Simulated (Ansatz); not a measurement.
`C=[CH][GeH2][CH]=C` + SiH₄ → `C=[CH][GeH2][SiH3]` + `C=C`  (formal exchange of groups at a Ge–C bond)

Computed with Ansatz on PBE0-D4/def2-TZVP structures; ΔE is electronic, products minus reactants. CCSD(T)/CBS adds triple-zeta CCSD(T) − MP2 to the extrapolated MP2 energy (def2 sets, frozen cores). This one scheme is used for every species. Functionals use def2-TZVPP. B3LYP here is the variant with VWN-RPA as its local correlation; programs differ in this. For Ge outer-core shells are correlated without core-valence functions, which leaves a few kJ/mol of doubt a bond. Scalar relativity is left out up to krypton. One conformer a species, not always the lowest.

CCSD(T)/CBS gives -29.9 kJ/mol.

**Question.** Another level gave -37.9 kJ/mol. Which?
A. HF/def2-TZVPP
B. PBE0-D4/def2-TZVPP
C. B3LYP-D4/def2-TZVPP
D. MP2/def2-TZVPP

**Answer.** B. PBE0-D4 -37.9, B3LYP-D4 -32.4, MP2/def2-TZVPP -21.2, HF/def2-TZVPP -28.4 kJ/mol.

Largest T1 diagnostic among the species: 0.012.

The D4 term adds +4.0 kJ/mol with B3LYP and +2.2 kJ/mol with PBE0; it sums over pairs of atoms, weighted by their polarisabilities, and B3LYP, whose exchange is more repulsive, gets the larger term.
